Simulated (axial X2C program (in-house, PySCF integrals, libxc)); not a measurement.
Low determinants of HBr⁺ at the PBE0 level, two-component

Calculated with an in-house relativistic program for diatomic molecules. Two-component (2c) means X2C with spin–orbit coupling and atomic mean-field two-electron Coulomb and Gaunt terms. Basis: Br dyall-cv3z [8s9p6d4f1g], H dyall-v3z [6s2p1d] (cores contracted in-house); Gaussian nuclei, density fitting, unrestricted open shells. Masses: Br 78.918 u, H 1.008 u.

Search at 1.460 Å (vertical energies from the lowest determinant):

```
ΔE (eV)    state  electrons beyond evenly filled partner blocks  electrons in ±ω = 1/2, 3/2, 5/2, 7/2
   0.00  Ω = 3/2                                        ω = 3/2                              24 9 2 0
   0.34  Ω = 1/2                                        ω = 1/2                             23 10 2 0
```

Lowest determinant, Ω = 3/2 (⟨Sz⟩ = 0.50, ⟨Lz⟩ = 1.00 at PBE0): Re = 1.454 Å, ωe = 2433.7 cm⁻¹.

The determinant in row 2 of the search, Ω = 1/2 (⟨Sz⟩ = -0.50, ⟨Lz⟩ = 1.00 at PBE0), was followed along the bond at PBE0; measured from the minimum of the lowest determinant it gives:

Te = 0.339 eV (2737 cm⁻¹), Re = 1.454 Å, ωe = 2431.8 cm⁻¹.

Problem. Compare the bond of the determinant in row 2 with that of the lowest one.

Solution. At PBE0 its Re is the same within 0.001 Å and its force constant, which goes as ωe², is 1.00 times that of the lowest determinant. T0 ≈ Te + Δωe/2 = 2737 + (-1) = 2736 cm⁻¹.

The search compares states at one distance, so a state with another bond length can lie lower; it is not exhaustive and yields mostly the lowest determinant of each block pattern, so other components and higher states of one pattern are missing. These are energies of single determinants, not of spin-adapted states; PBE0 term energies can be off by some tenths of an eV, and the functional has no current term.
